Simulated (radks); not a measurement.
Ce51+, 7 electrons, occupied as [He] 2s2 2p2 6d1 (not the ground configuration). Method: Dirac Kohn-Sham, BLYP, spin-unpolarised, spherical densities, point nucleus; open shells are shared between the two j in proportion to 2j + 1; computed with a radial shooting solver on a logarithmic mesh with Libxc functionals.

Normalised radial functions P(r) = r R(r) (large component), r in bohr:

```
   r/bohr * 2s1/2, o 2p3/2, + 6d3/2 (the largest magnitude, 3.3, reaches the edge; | marks zero, & curves that meet)
 0.002753                             &      *
 0.003154                             &       *
 0.003585                             +o       *
 0.004074                             +o       *
  0.00463                             +o        *
 0.005263                             +o         *
 0.005981                             +o          *
 0.006853                             + o          *
 0.007788                             + o          *
 0.008852                             +  o          *
  0.01006                             +  o          *
  0.01143                             +   o         *
    0.013                             +    o        *
  0.01477                             +     o       *
  0.01692                             +      o     *
  0.01923                             +        o *
  0.02186                             +        * o
  0.02484                             +      *    o
  0.02824                             |+ *           o
  0.03209                             *+               o
  0.03677                        *    |+                 o
  0.04179                    *        |+                   o
   0.0475               *             | +                    o
  0.05398           *                 | +                      o
  0.06135       *                     |  +                      o
  0.06973    *                        |   +                      o
  0.07989  *                          |   +                     o
   0.0908  *                          |    +                   o
   0.1032   *                         |    +                 o
   0.1173      *                      |    +              o
   0.1333         *                   |    +           o
   0.1515              *              |   +        o
   0.1736                  *          | +      o
   0.1973                      *     +|     o
   0.2242                        * +  |   o
   0.2548                        + *  | o
   0.2896                       +    *|o
   0.3292                       +    *o
   0.3741                          +  &
   0.4286                             & +
   0.4872                             &     +
   0.5537                             &       +
   0.6293                             &     +
   0.7153                             & +
   0.8129                         +   &
   0.9314                    +        &
    1.059                  +          &
    1.203                    +        &
    1.367                       +     &
    1.554                          +  &
    1.766                            +&
    2.024                             &
      2.3                             &
    2.614                             &
    2.971                             &
```

2s1/2: eigenvalue -10612.4 eV, 1 radial node at r = 0.0318 bohr, <r> = 0.100 bohr, 90 % of the charge inside 0.155 bohr. 2p3/2: eigenvalue -9908.5 eV, 0 radial nodes, <r> = 0.0892 bohr, 90 % of the charge inside 0.144 bohr. 6d3/2: eigenvalue -1029.1 eV, 3 radial nodes at r = 0.192, 0.410, 0.746 bohr, <r> = 0.956 bohr, 90 % of the charge inside 1.33 bohr.
